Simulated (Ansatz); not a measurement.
Computed with Ansatz on PBE0-D4/def2-TZVP structures; ΔE is electronic, products minus reactants. CCSD(T)/CBS adds triple-zeta CCSD(T) − MP2 to the extrapolated MP2 energy (def2 sets, frozen cores). Functionals use def2-TZVPP. One conformer a species, not always the lowest.

Reaction (isomerisation): `C[SiH](S)CS` → `C[SiH2]CSS`

```tsv
species	PBE0-D4 energy (Eh)
`C[SiH](S)CS`	-1166.52990
`C[SiH2]CSS`	-1166.49544
```

Q: Work out ΔE.

A: ΔE = (-1166.49544) − (-1166.52990) = 0.03446 Eh = +90.5 kJ/mol. CCSD(T)/CBS gives +94.4 kJ/mol.

Largest T1 diagnostic among the species: 0.011.

From PBE to PBE0 (25 % exact exchange), in def2-TZVPP and without D4, ΔE moves by +6.4 kJ/mol.
